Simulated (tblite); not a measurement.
Compound: C6H13P.
Structure used (GFN2-xTB), in Å, numbered top down from 1:
```
atom  x, y, z in Å
C1     3.0283    0.3147   -0.1237
C2     1.8214   -0.6155   -0.1101
C3     0.5931    0.0736    0.4754
P4    -0.8761   -1.0755    0.5084
C5    -1.5567   -0.7210   -1.2094
C6    -2.3404    0.5045   -0.7179
C7    -2.2044    0.2258    0.7861
H8     3.2687    0.6393    0.8867
H9     2.8235    1.1973   -0.7268
H10    3.8977   -0.1898   -0.5386
H11    2.0493   -1.5059    0.4808
H12    1.6035   -0.9456   -1.1293
H13    0.3547    0.9768   -0.0918
H14    0.7940    0.3633    1.5116
H15   -2.2096   -1.5302   -1.5369
H16   -0.8164   -0.5351   -1.9864
H17   -3.3711    0.5476   -1.0725
H18   -1.8524    1.4367   -1.0015
H19   -1.9105    1.0727    1.4049
H20   -3.1018   -0.2231    1.2114
```

Level: GFN2-xTB in tblite, geometry and Hessian alike; calculated harmonic values, unscaled, isolated species. This tight-binding method is rough: wavenumbers can miss measured ones by several per cent, in bad cases by 10 to 20. One conformer, not necessarily the lowest.

Harmonic wavenumbers (cm⁻¹): 67.4, 81.4, 118.8, 149.5, 229.9, 253.8, 278.1, 351.0, 554.9, 688.6, 700.3, 728.9, 753.6, 768.9, 813.3, 850.7, 912.7, 947.2, 987.8, 1002.1, 1024.4, 1046.1, 1081.8, 1112.9, 1156.8, 1165.4, 1197.5, 1210.9, 1215.5, 1220.5, 1270.4, 1279.4, 1338.8, 1415.4, 1438.9, 1444.7, 1451.3, 1494.8, 1498.5, 1503.9, 1505.8, 2936.2, 2948.1, 2959.0, 2966.0, 2976.0, 2979.6, 2983.6, 2991.6, 2992.5, 2999.2, 3025.2, 3030.5, 3037.5.

A = 4483, B = 1127, C = 1101 MHz; mass 116.075 u (most abundant isotopes); point group C1, symmetry number 1.

Zero-point energy?

Half the sum of the wavenumbers: 38569 cm⁻¹ = 461.39 kJ/mol.

What is S at 500 K and 1 bar for an ideal gas of classical rigid rotors and harmonic oscillators?

Translation 178.90, rotation 125.48, vibration 176.09: S = 480.5 J/(mol K).

And Cp and H(500 K) − H(0)?

Cp = 226.80 J/(mol K), of which vibrations give 193.54 (their classical limit is 54 R = 449.0); H(500 K) − H(0) = 63.33 kJ/mol without the zero-point energy, 46.70 from vibrations.

What must be added to the electronic energy to get the Gibbs energy at 500 K and 1 bar?

ZPE + [H(500 K) − H(0)] − T·S = 461.39 + 63.33 − 240.23 = 284.49 kJ/mol.

Blend soft modes into free rotors: weight 1/[1 + (100 cm⁻¹/ν̃)⁴] for the oscillator and the rest for a rotor with moment μB/(μ + B), μ = h/(8π²ν), B = 10⁻⁴⁴ kg m². What vibrational entropy results?

165.27 J/(mol K) in place of 176.09, which changes −T·S at 500 K by +5.41 kJ/mol.

How do the functions run with temperature in this model?

| T (K) | S (J/(mol K)) | Cp (J/(mol K)) | H − H(0) (kJ/mol) | G − H(0) (kJ/mol) | ln q(vib) |
| --- | --- | --- | --- | --- | --- |
| 50 | 236.7 | 51.3 | 1.98 | -9.85 | 0.31 |
| 100 | 278.9 | 71.5 | 5.08 | -22.81 | 1.26 |
| 298.15 | 386.1 | 142.6 | 25.74 | -89.37 | 5.51 |
| 373.15 | 421.7 | 175.9 | 37.69 | -119.66 | 7.13 |
| 750 | 587.3 | 299.7 | 129.80 | -310.65 | 15.59 |
| 1000 | 680.5 | 348.1 | 211.16 | -469.39 | 21.08 |

q(vib) and H(0) count from the zero-point level.

Hindered rotation and anharmonicity are outside this model. Other conformers, if any are populated, would add a mixing term that is left out. The structure is chiral; the term R ln 2 for an equal mix with its mirror image is left out.
